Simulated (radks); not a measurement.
Results of a calculation; reference values are marked as such.
Question: The mean radii <r> (bohr) of the occupied orbitals of an atom or ion are listed with their occupations. Level of theory: scalar-relativistic Kohn-Sham, PBE, spin-unpolarised, spherical densities, finite nucleus; Fermi nuclear charge, rms radius of each element as measured or else 0.836 A^(1/3) + 0.57 fm (a radial shooting solver on a logarithmic mesh with Libxc functionals).

orbital  occ.      <r>
1s          2  0.01932
2s          2  0.08184
2p          6  0.07292
3s          2   0.2126
3p          6   0.2123
3d         10   0.1925
4s          2   0.4780
4p          6   0.5079
4d         10   0.5476
5s          2    1.169
5p          6    1.384
4f         14   0.7212
6s          2    3.265

Name the element and its charge.

Answer: Z = 71, lutetium, charge +1: Lu+ in [Xe] 4f14 6s2. The 1s radius gives Z: for a bare nucleus <r> = (2 gamma + 1)/(2Z) with gamma = sqrt(1 - (Z/c)^2), 0.01909 bohr for Z = 71, and screening makes it slightly larger (0.01932 here). The occupations add up to 70, and the charge is Z minus that.
